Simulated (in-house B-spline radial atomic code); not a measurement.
Ionisation energies along the 23-electron series, configuration [Ar] 3d5, as differences of self-consistent energies. Dirac energy differences include first-order Breit, QED and recoil terms. NIST's values go from ground level to ground level; the uncertainty of those that are theory runs from under 0.1 % in few-electron ions to several per cent in heavy many-electron ones. Computed with a radial B-spline atomic code at the basis-set limit: Dirac-Hartree-Fock, average of the configuration, finite nuclei.

| ion | configuration after | ionisation energy (eV) | IE/(q+1)² (eV) | Breit and QED recoil part (eV) | tabulated value (eV) | tabulated kind | computed minus tabulated (eV) |
| --- | --- | --- | --- | --- | --- | --- | --- |
| Er45+ | [Ar] 3d4 | 3763.4 | 1.7786 | -2.2482 | 3742 | tabulated theory | 21 |
| Tm46+ | [Ar] 3d4 | 3918.2 | 1.7737 | -2.3943 | 3895 | tabulated theory | 23 |
| Yb47+ | [Ar] 3d4 | ? | ? | ? | ? | tabulated theory | ? |
| Lu48+ | [Ar] 3d4 | 4237.0 | 1.7647 | -2.7052 | 4211 | tabulated theory | 26 |
| Hf49+ | [Ar] 3d4 | ? | ? | ? | ? | tabulated theory | ? |
| Ta50+ | [Ar] 3d4 | 4568.3 | 1.7564 | -3.0415 | 4537 | tabulated theory | 31 |
| W51+ | [Ar] 3d4 | 4738.7 | 1.7525 | -3.2196 | 4709 | semi-empirical | 30 |
| Re52+ | [Ar] 3d4 | 4912.2 | 1.7487 | -3.4044 | 4877 | tabulated theory | 35 |
| Os53+ | [Ar] 3d4 | 5088.8 | 1.7451 | -3.5961 | 5052 | tabulated theory | 37 |
| Ir54+ | [Ar] 3d4 | ? | ? | ? | ? | tabulated theory | ? |
| Pt55+ | [Ar] 3d4 | 5451.6 | 1.7384 | -4.0009 | 5410 | tabulated theory | 42 |
| Au56+ | [Ar] 3d4 | 5637.7 | 1.7352 | -4.2141 | 5594 | tabulated theory | 44 |
| Hg57+ | [Ar] 3d4 | 5826.9 | 1.7321 | -4.4348 | 5780 | tabulated theory | 47 |

Question: Fill in the row of Yb47+.

Answer: ionisation energy (eV): 4076.0; IE/(q+1)² (eV): 1.7691; Breit and QED recoil part (eV): -2.5466; tabulated value (eV): 4051; computed minus tabulated (eV): 25.

Question: Fill in the row of Hf49+.

Answer: ionisation energy (eV): 4401.1; IE/(q+1)² (eV): 1.7604; Breit and QED recoil part (eV): -2.8701; tabulated value (eV): 4372; computed minus tabulated (eV): 29.

Question: Fill in the row of Ir54+.

Answer: ionisation energy (eV): 5268.6; IE/(q+1)² (eV): 1.7417; Breit and QED recoil part (eV): -3.7949; tabulated value (eV): 5229; computed minus tabulated (eV): 40.

Where a p, d or f electron is removed, the computed value is a mean over both j, so it misses the tabulated one by a part of the spin-orbit splitting; averaging over terms and missing correlation add to the gap, relatively most at low charge.
